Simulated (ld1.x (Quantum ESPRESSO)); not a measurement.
# Before and after: TM potential for Eu (Z = 63)

ld1.x (Quantum ESPRESSO) 7.5 input, shortened:

```
&input
   title='Eu', zed=63., rel=1, dft='PW91', iswitch=3,
   config='[Xe] 4f7 5d0 6s2 6p0'
 /
 &inputp
   pseudotype=2, tm=.true., lloc=0,
   nlcc=.true.
 /
4
5P  2  1   6.00   0.00  2.40  2.40  0.0
5D  3  2   0.00   0.00  3.30  3.30  0.0
4F  4  3   7.00   0.00  1.50  1.50  0.0
6S  1  0   2.00   0.00  2.75  2.75  0.0
 &test
   configts(1)='4f7 5p6 5d0 6s2 6p0'
 /
```

All-electron outer shells of the reference configuration (PW91, scalar-relativistic, ld1.x):

```tsv
shell	level (eV)	outermost node (bohr)	outermost maximum (bohr)
4d	-134.86	0.27	0.57
5s	-44.72	0.67	1.23
5p	-23.82	0.72	1.41
6s	-3.66	1.67	3.60
4f	-2.77	–	0.60
5d	-1.60	0.82	2.16
6p	-1.23	2.02	4.93
```

Change: core [Kr] 4d10, valence charge 17; reference 4f6.5 5s2 5p6 5d0.5 6s2 6p0; waves now 5s (bound): rc 2.10 bohr; 5p (bound): rc 2.50 bohr; 5d (bound): rc 2.70 bohr; 4f (bound): rc 1.40 bohr; local potential all-electron potential smoothed inside 2.35 bohr (lloc = -1); core correction Bessel-smoothed model core inside 0.90 bohr (6s counted twice).

Cutoffs: the cutoffs (Ry, on a coarse ladder) from which the occupation-weighted sum of valence levels, in a spherical-Bessel basis at the reference potential, stays within 10 and 1 mRy of its value at 400 Ry; they do not see the model core or the augmentation charge, which bear on the density cutoff. Errors are all-electron minus pseudo energies relative to the spin-unpolarised reference configuration.

Problem. What does the change do?

Solution. The potential gets harder (180 Ry and 260 Ry → 200 Ry and 300 Ry); a bound ghost appears in p, which as a rule spoils a file; the miss of the reference levels goes from 0.00 to 0.29 eV. The added semicore shells are compact, so their waves need more plane waves. In the changed file ld1.x takes every shell without a wave as core, so the model core holds the 6s electrons as well and exchange and correlation see them twice. This cancels in the reference configuration, but the file is broken for other ones, and its errors say nothing about a proper core correction. Several settings change at once here, so the effects cannot be laid on one of them.

```csv
quantity,base,changed
"cutoff, loose",180 Ry,200 Ry
"cutoff, tight",260 Ry,300 Ry
bound ghosts,none,p
"largest miss of a reference level, eV",0.00,0.29
"largest error over its own tests, meV",-828,+413
```

 A true bound ghost makes a file unfit for plane-wave use even where its test errors are small: the radial tests pick states by their node count and pass the ghost by.
